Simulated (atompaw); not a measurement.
An all-electron radial function and its pseudo partner (lithium)

Columns: radius, all-electron u(r) and pseudo u(r) of the 2s shell (level -2.87 eV) of lithium in the configuration [He] 2s1 2p0; PBE, scalar-relativistic, PAW (atompaw) scheme, atompaw 4.2.0.5.

| r (bohr) | all-electron | pseudo |
| --- | --- | --- |
| 0.115 | -0.1319 | 0.0283 |
| 0.231 | -0.1830 | 0.0568 |
| 0.346 | -0.1852 | 0.0849 |
| 0.462 | -0.1591 | 0.1131 |
| 0.577 | -0.1171 | 0.1408 |
| 0.692 | -0.0668 | 0.1682 |
| 0.808 | -0.0124 | 0.1954 |
| 0.923 | 0.0422 | 0.2220 |
| 1.038 | 0.0955 | 0.2479 |
| 1.154 | 0.1467 | 0.2735 |
| 1.269 | 0.1942 | 0.2981 |
| 1.385 | 0.2385 | 0.3221 |
| 1.500 | 0.2785 | 0.3450 |
| 1.615 | 0.3147 | 0.3669 |
| 1.731 | 0.3474 | 0.3879 |
| 1.846 | 0.3767 | 0.4074 |
| 1.962 | 0.4034 | 0.4259 |
| 2.077 | 0.4271 | 0.4427 |
| 2.192 | 0.4477 | 0.4581 |
| 2.308 | 0.4656 | 0.4720 |
| 2.423 | 0.4805 | 0.4842 |
| 2.538 | 0.4928 | 0.4946 |
| 2.654 | 0.5026 | 0.5033 |
| 2.769 | 0.5099 | 0.5102 |
| 2.885 | 0.5151 | 0.5151 |
| 3.000 | 0.5182 | 0.5182 |

Question: How many radial nodes do the two functions have?

Answer: The all-electron 2s function has n − l − 1 = 1; the pseudo-wave has 0, since the states of the same l below it are removed with the core.

Question: Is the pseudo-wave norm-conserving?

Answer: No, it belongs to a PAW set: the norm inside the radius is not constrained, and the difference is carried by the augmentation charge.
